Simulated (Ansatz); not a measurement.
`C=NCS[SiH3]` at its PBE0-D4/def2-TZVP geometry, where that method's forces vanish. The species carries charge 0 and has multiplicity 1.

```xyz
12

C    -1.6281    1.2729   -0.5104
N    -0.8847    0.2640   -0.3970
C     0.3364    0.2295   -1.1468
S     1.7647    0.1721   -0.0136
Si    0.9742   -1.2040    1.4216
H    -2.5521    1.3190    0.0635
H    -1.3908    2.1226   -1.1637
H     0.3466   -0.6776   -1.7544
H     0.4856    1.1032   -1.7951
H     2.1719   -1.6007    2.2072
H    -0.0215   -0.6077    2.3434
H     0.3980   -2.3934    0.7455
```

Q: What forces (eV/Å) does PBE-D4/def2-TZVPP give on these atoms in Ansatz? (Estimate.)

A: The calculation gave: 
```
C1  -0.400  0.467 -0.016
N2   0.254 -0.668  0.211
C3   0.002 -0.031 -0.067
S4   0.359  0.136  0.051
Si5 -0.057 -0.023  0.020
H6  -0.209  0.026  0.126
H7   0.043  0.215 -0.159
H8   0.001 -0.199 -0.138
H9   0.050  0.204 -0.162
H10  0.132 -0.037  0.079
H11 -0.112  0.052  0.115
H12 -0.063 -0.141 -0.061
```
